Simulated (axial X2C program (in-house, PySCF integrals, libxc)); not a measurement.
**Curves of OPmS from open-shell CI on f(δφ)3 f(π)0**

Computed with an in-house all-electron X2C program for linear molecules (integrals from PySCF): two-component X2C with atomic mean-field Coulomb and Gaunt terms, basis O dyall-v3z, Pm dyall-v3z, S dyall-v3z (cores contracted in-house). Orbitals come from Hartree–Fock averaged over the configuration Pm f(δφ)3 f(π)0; CI then distributes these electrons over the f(δφ), f(π) shells of Pm.

Scan along the O–Pm bond with PmS moving as one mass, its bond held at 2.150 Å; masses O 15.995 u, Pm 144.913 u, S 31.972 u. Energies in cm⁻¹ from the lowest point; levels are followed by energy order within each Ω. Lowest level at 1.732 Å: 100% f(δφ)3.

```tsv
R (Å)	(1)Ω=5/2	(1)Ω=3/2	(1)Ω=7/2	(1)Ω=9/2	(1)Ω=1/2
1.611	2787	3501	4071	6550	11615
1.671	635	1538	1933	4579	9401
1.732	0	1073	1314	4115	8723
1.801	711	1980	2043	5026	9426
1.871	2576	4001	3932	7068	11282
1.948	5582	7152	6968	10257	14285
2.044	10230	11930	11671	15121	18907
```

Task: Fit the curves (1)Ω=5/2, (1)Ω=3/2, (1)Ω=7/2, (1)Ω=9/2, (1)Ω=1/2 near their minima.

Result: From the open-shell CI curves, Te from the lowest:

| level | Te (cm⁻¹) | Re (Å) | ωe (cm⁻¹) |
| --- | --- | --- | --- |
| (1)Ω=5/2 | 0 | 1.731 | 858.6 |
| (1)Ω=3/2 | 1062 | 1.722 | 873.3 |
| (1)Ω=7/2 | 1313 | 1.730 | 860.7 |
| (1)Ω=9/2 | 4102 | 1.722 | 875.3 |
| (1)Ω=1/2 | 8726 | 1.732 | 865.5 |

Without dynamic correlation distances can be off by several hundredths of an Å (long for ionic bonds, short for multiple bonds) and the wavenumbers are rough.

The 5 lowest curves are shown; the next is (1)Ω=15/2, from 8773 cm⁻¹.

There is no dynamic correlation: spin–orbit spacings and, for f shells, spacings inside one term are the most reliable numbers, splittings between terms come out too wide, and energies between configurations are not reliable, so the lowest level need not be the ground state of the molecule. At most 6 roots were kept for each Ω > 0 (twice that for Ω = 0) within 3.5 eV of the lowest, so higher up levels can be missing between those listed; levels with Ω > 0 are doubly degenerate and listed once, Ω = 0 levels singly. States that fill the shells left empty in the average are placed too high. The molecule was held linear; bending was not examined.
